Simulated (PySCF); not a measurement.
Si(H)(F)(Me)(OH) (CH5FOSi), SMILES C[SiH](O)F. Heavy atoms are numbered as in [SiH:1]([CH3:2])([OH:3])[F:4]. Hydrogens are named by the atom that carries them.

Geometry optimised at B3LYP-D3(BJ)/def2-SVP. One conformer was computed; it need not be the lowest.

Level of theory: CAM-B3LYP/def2-TZVP in PySCF.

Atomic charges (e), one atom of each kind:

| atom | IAO | Löwdin |
|---|---|---|
| Si1 (SiH) | 1.44 | 0.06 |
| C2 (CH3) | -0.77 | -0.46 |
| O3 (OH) | -0.80 | -0.12 |
| F4 | -0.55 | -0.02 |
| H on Si1 | -0.17 | -0.04 |
| H on C2 | 0.16 | 0.13 |
| H on O3 | 0.37 | 0.18 |

Computed Mayer and Wiberg (Löwdin basis) orders of the bonds:
```
bond    Mayer  Wiberg
------  -----  ------
Si1–C2   0.99    1.22
Si1–O3   1.18    1.68
Si1–F4   1.06    1.66
```
